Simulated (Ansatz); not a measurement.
Reaction (ligand exchange at the Si–C bond): `FC[SiH]([SiH3])Cl` + CH₃NH₂ → `CN[SiH]([SiH3])Cl` + fluoromethane

Computed with Ansatz on PBE0-D4/def2-TZVP structures; ΔE is electronic, products minus reactants. CCSD(T)/CBS is the MP2 limit (def2-TZVPP, def2-QZVPP) plus CCSD(T) − MP2 in def2-TZVPP, frozen cores. This one scheme is used for every species. DFT in def2-TZVPP. B3LYP here is the variant with VWN-RPA as its local correlation; programs differ in this. One conformer a species, not always the lowest.

(1) Is it downhill or uphill in electronic energy at CCSD(T)/CBS, and by how much? (Best estimate.)

(2) What do these levels give: PBE-D4, PBE0-D4, B3LYP-D4, ωB97X-V, B2PLYP, PBE, PBE0, B3LYP, MP2/def2-TZVPP, SCS-MP2/def2-TZVPP, CCSD(T)/def2-TZVPP, MP2/def2-QZVPP? (Estimate.)

Largest T1 diagnostic among the species: 0.011.

Results:

(1) Computed: Downhill: ΔE = -0.86 eV.

(2) Computed: PBE-D4 -0.78, PBE0-D4 -0.82, B3LYP-D4 -0.87, ωB97X-V -0.83, B2PLYP -0.85, PBE -0.75, PBE0 -0.79, B3LYP -0.81, MP2/def2-TZVPP -0.91, SCS-MP2/def2-TZVPP -0.90, CCSD(T)/def2-TZVPP -0.86, MP2/def2-QZVPP -0.91 eV.

From PBE to PBE0 (25 % exact exchange), in def2-TZVPP and without D4, ΔE moves by −0.04 eV. The D4 term adds −0.06 eV with B3LYP and −0.03 eV with PBE0; it sums over pairs of atoms, weighted by their polarisabilities, and B3LYP, whose exchange is more repulsive, gets the larger term.
